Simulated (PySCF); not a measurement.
Input of a response calculation (the driver script's job line, then coordinates in Å):

```
{"job": {"kind": "uv", "xc": "B3LYP", "basis": "def2-SVPD", "nstates": 8, "ntriplets": 3}, "charge": 0, "multiplicity": 1}
Ge     2.599641    -0.097273     0.527353
N      1.611668    -0.812830    -0.805006
Si    -0.088241    -1.159996    -0.792230
C     -0.856363     0.054337     0.409304
C     -2.390487     0.165215     0.471023
Si    -1.541074     1.745098    -0.084828
H      4.036043    -0.199632     0.114299
H      2.210589     1.337996     0.709026
H      2.393062    -0.819695     1.828522
H      2.128215    -1.296691    -1.520217
H     -0.339649    -2.555969    -0.383177
H     -0.564399    -0.966126    -2.169335
H     -0.384692     0.023320     1.389027
H     -2.835070     0.084050     1.453941
H     -2.925658    -0.437998    -0.249742
H     -1.619675     2.116082    -1.485906
H     -1.440908     2.832142     0.876960
```

Method used: TDDFT B3LYP/def2-SVPD, vertical, gas phase, core orbitals frozen in the response (PySCF 2.14.0, density-fitted response routines). Job line and output are in the format of a driver script around the code.

Q: What does the script print for it?

A: 
```
coarse grid: 62912 points
cycle   1  E = -2792.9954590322  dE = -1.604e-01  |g| = 7.516e-01  |ddm| = 5.424e+00
cycle   2  E = -2792.7916240473  dE =  2.038e-01  |g| = 1.164e+00  |ddm| = 2.319e+00
cycle   3  E = -2793.1047451590  dE = -3.131e-01  |g| = 1.305e-01  |ddm| = 1.547e+00
cycle   4  E = -2793.1085458719  dE = -3.801e-03  |g| = 3.868e-02  |ddm| = 2.192e-01
cycle   5  E = -2793.1087343475  dE = -1.885e-04  |g| = 9.551e-03  |ddm| = 5.397e-02
cycle   6  E = -2793.1087563804  dE = -2.203e-05  |g| = 4.530e-03  |ddm| = 1.974e-02
cycle   7  E = -2793.1087614416  dE = -5.061e-06  |g| = 6.727e-04  |ddm| = 6.074e-03
final grid: 129392 points
cycle   8  E = -2793.1087317602  dE =  1.532e-09  |g| = 1.014e-03  |ddm| = 1.103e-02
cycle   9  E = -2793.1087312965  dE =  4.636e-07  |g| = 1.684e-03  |ddm| = 3.341e-03
cycle  10  E = -2793.1087320265  dE = -7.299e-07  |g| = 1.191e-04  |ddm| = 2.043e-03
cycle  11  E = -2793.1087320305  dE = -4.015e-09  |g| = 2.072e-05  |ddm| = 2.020e-04
cycle  12  E = -2793.1087320306  dE = -9.459e-11  |g| = 5.792e-06  |ddm| = 3.710e-05
converged SCF energy = -2793.1087320306

Static polarisability (au): isotropic 114.055, principal 99.584 115.368 127.214

Singlet excitations
state   eV       nm        f      main configurations
  1   5.5837    222.0   0.01009   H->L 0.34, H-1->L 0.28, H->L+1 0.24
  2   5.7382    216.1   0.00606   H->L+1 0.59, H-1->L 0.26
  3   5.7863    214.3   0.02888   H->L 0.49, H-1->L+1 0.41
  4   5.9344    208.9   0.05310   H-1->L 0.37, H-1->L+1 0.33, H->L+2 0.12
  5   6.1463    201.7   0.11719   H->L+2 0.71, H-1->L+1 0.11
  6   6.2733    197.6   0.00418   H-1->L+2 0.87
  7   6.4871    191.1   0.02613   H->L+3 0.78, H->L+4 0.10
  8   6.6424    186.7   0.01794   H-1->L+3 0.52, H->L+4 0.35

Triplet excitations (Tamm-Dancoff, eV): 4.7324 5.3368 5.6302
```

One conformer (not necessarily the lowest) at the GFN2-xTB geometry, without solvent, vibrations or thermal averaging. The B3LYP/def2-SVPD calculation is non-relativistic and has no spin–orbit coupling, an omission that weighs most on germanium.

The SCF starts on a coarse grid; the energy jumps when the final grid takes over, and dE counts afresh there. H and L stand for HOMO and LUMO.

Shape of the structure used: `[GeH3:1][NH:2][SiH2:3][C@@H:4]1[CH2:5][SiH2:6]1`: Ge1–N2–Si3–C4 28°, N2–Si3–C4–C5 170°.
